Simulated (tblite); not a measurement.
C5H5S2 (doublet state).
Numbering: `[CH3:1][c:2]1[c:3][cH:4][c:5]([SH:6])[s:7]1` (hydrogens: H8, H9, H10 on C1; H11 on C4; H12 on S6)
Bond orders are those of one Lewis drawing.

Computed with GFN2-xTB (tblite), gas phase: L-BFGS steps from a force-field or distance-geometry start until the largest atomic force falls under 0.01 eV/Å.

Step 5: E = -533.9674 eV
```
atom  x, y, z in Å  |  force x, y, z in eV/Å
C1     -2.2165    0.5861   -0.3126    0.029  -0.031   0.010
C2     -0.8694    0.0102   -0.1268    0.160   0.018   0.037
C3     -0.3695   -1.2127   -0.1733    0.028  -0.018   0.004
C4      0.9928   -1.4295    0.0657   -0.007   0.069   0.001
C5      1.6003   -0.2353    0.3243    0.025  -0.006  -0.005
S6      3.3026    0.0158    0.6775    0.072  -0.010   0.016
S7      0.4948    1.1146    0.2656    0.003  -0.027   0.000
H8     -2.9109   -0.2168   -0.5374   -0.119   0.019  -0.022
H9     -2.5324    1.0998    0.5947   -0.065   0.009  -0.016
H10    -2.2107    1.3053   -1.1306   -0.058   0.007  -0.011
H11     1.4952   -2.3776    0.0496   -0.017   0.020   0.003
H12     3.2247    1.3393    0.8213   -0.052  -0.051  -0.016
```

Step 6: E = -533.9687 eV
```
atom  x, y, z in Å  |  force x, y, z in eV/Å
C1     -2.2186    0.5850   -0.3130    0.067  -0.031   0.012
C2     -0.8674    0.0118   -0.1257    0.057   0.013   0.013
C3     -0.3675   -1.2113   -0.1733    0.033  -0.028   0.011
C4      0.9948   -1.4278    0.0669   -0.009  -0.001  -0.018
C5      1.6033   -0.2343    0.3241    0.020  -0.020   0.000
S6      3.3060    0.0145    0.6782    0.047  -0.009   0.010
S7      0.4958    1.1141    0.2659    0.017   0.011   0.006
H8     -2.9164   -0.2177   -0.5386   -0.048   0.065  -0.003
H9     -2.5338    1.1008    0.5944   -0.062  -0.014  -0.036
H10    -2.2118    1.3061   -1.1307   -0.060  -0.023   0.008
H11     1.4952   -2.3785    0.0495   -0.029   0.064   0.007
H12     3.2217    1.3367    0.8204   -0.033  -0.028  -0.010
```

Step 7: E = -533.9695 eV
```
atom  x, y, z in Å  |  force x, y, z in eV/Å
C1     -2.2185    0.5838   -0.3130    0.048  -0.015   0.007
C2     -0.8649    0.0130   -0.1248   -0.014  -0.009  -0.004
C3     -0.3661   -1.2112   -0.1732    0.023  -0.006   0.013
C4      0.9957   -1.4271    0.0671   -0.003   0.014  -0.017
C5      1.6055   -0.2338    0.3241    0.006  -0.042  -0.003
S6      3.3087    0.0136    0.6787    0.023  -0.011   0.005
S7      0.4967    1.1139    0.2662    0.034   0.027   0.010
H8     -2.9204   -0.2169   -0.5393    0.006   0.077   0.010
H9     -2.5358    1.1010    0.5935   -0.047  -0.026  -0.041
H10    -2.2137    1.3060   -1.1306   -0.047  -0.039   0.017
H11     1.4946   -2.3777    0.0496   -0.010   0.041   0.008
H12     3.2194    1.3347    0.8197   -0.019  -0.010  -0.005
```

Step 8: E = -533.9700 eV
```
atom  x, y, z in Å  |  force x, y, z in eV/Å
C1     -2.2176    0.5827   -0.3128    0.018   0.004   0.003
C2     -0.8632    0.0134   -0.1242   -0.050  -0.009  -0.011
C3     -0.3650   -1.2111   -0.1729    0.001   0.006   0.010
C4      0.9963   -1.4262    0.0670    0.006  -0.005  -0.015
C5      1.6070   -0.2342    0.3240    0.014  -0.013   0.002
S6      3.3109    0.0127    0.6792    0.001  -0.013   0.000
S7      0.4979    1.1142    0.2665    0.041   0.022   0.011
H8     -2.9229   -0.2149   -0.5396    0.031   0.056   0.012
H9     -2.5381    1.1006    0.5922   -0.030  -0.026  -0.028
H10    -2.2158    1.3052   -1.1302   -0.028  -0.035   0.012
H11     1.4940   -2.3765    0.0498    0.006   0.015   0.006
H12     3.2175    1.3332    0.8192   -0.009   0.000  -0.002
```

Question: Estimate the geometry and energy of step 9. (The exact step hangs on the optimiser's Hessian estimate; all steps are aligned on step 8, rigid shifts and turns removed.)

Answer: E = -533.9703 eV, largest force 0.037 eV/Å
```
atom  x, y, z in Å  |  force x, y, z in eV/Å
C1     -2.2168    0.5823   -0.3127   -0.007   0.016   0.000
C2     -0.8629    0.0134   -0.1241   -0.034  -0.005  -0.006
C3     -0.3643   -1.2108   -0.1725   -0.011   0.013   0.006
C4      0.9967   -1.4258    0.0666    0.009   0.001  -0.009
C5      1.6082   -0.2345    0.3240    0.008  -0.002   0.001
S6      3.3122    0.0120    0.6794   -0.008  -0.009  -0.002
S7      0.4994    1.1146    0.2669    0.032   0.007   0.008
H8     -2.9239   -0.2128   -0.5396    0.029   0.021   0.008
H9     -2.5400    1.1000    0.5909   -0.020  -0.015  -0.006
H10    -2.2176    1.3042   -1.1298   -0.012  -0.018  -0.004
H11     1.4939   -2.3756    0.0501    0.018  -0.010   0.004
H12     3.2162    1.3323    0.8188   -0.002   0.001   0.000
```

The energy changes by -0.0003 eV. The first-order estimate −F·Δx gives -0.0004 eV and the mean of the old and new forces, exact on a quadratic surface, -0.0003 eV. The step makes an angle of 49° with the force vector and moves no atom by more than 0.002 Å.

The cost below is that of the whole relaxation. Hardware: Arm Neoverse V2, one thread, on a shared host. Cost: under 0.1 s wall.
